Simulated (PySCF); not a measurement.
C3H8ClSi, SMILES [CH2][Si](C)(C)Cl, doublet, CAM-B3LYP/def2-SVP optimised geometry.

```
13

C      1.52    -0.94     0.00
Si    -0.33    -0.94     0.00
C     -1.01    -1.92    -1.43
C     -1.01     0.80     0.00
Cl    -0.94    -1.87     1.77
H      2.11    -1.36     0.81
H      2.11    -0.50    -0.82
H     -0.66    -2.96    -1.40
H     -2.11    -1.93    -1.41
H     -0.69    -1.49    -2.39
H     -2.11     0.79     0.01
H     -0.67     1.36     0.88
H     -0.69     1.35    -0.90
```

Density from unrestricted CAM-B3LYP/def2-TZVP in PySCF at that geometry.

Minimum of the electron density along straight lines between bonded atoms, close to the bond critical point (lines longer than 1.1 times the sum of covalent radii, or with two minima, are not listed):

```tsv
bond	length / Å	ρ at the minimum / e bohr⁻³	∇²ρ there / e bohr⁻⁵	position (fraction from the first atom)
C1–Si2	1.848	0.126	0.23	0.61
Si2–C3	1.871	0.126	0.15	0.39
Si2–C4	1.871	0.126	0.15	0.39
Si2–Cl5	2.091	0.093	0.19	0.36
C1–H6	1.094	0.275	-0.94	0.65
C1–H7	1.096	0.273	-0.93	0.65
C3–H8	1.100	0.268	-0.89	0.64
C3–H9	1.101	0.267	-0.88	0.64
C3–H10	1.102	0.266	-0.87	0.64
C4–H11	1.101	0.267	-0.88	0.64
C4–H12	1.100	0.268	-0.89	0.64
C4–H13	1.102	0.266	-0.87	0.64
```
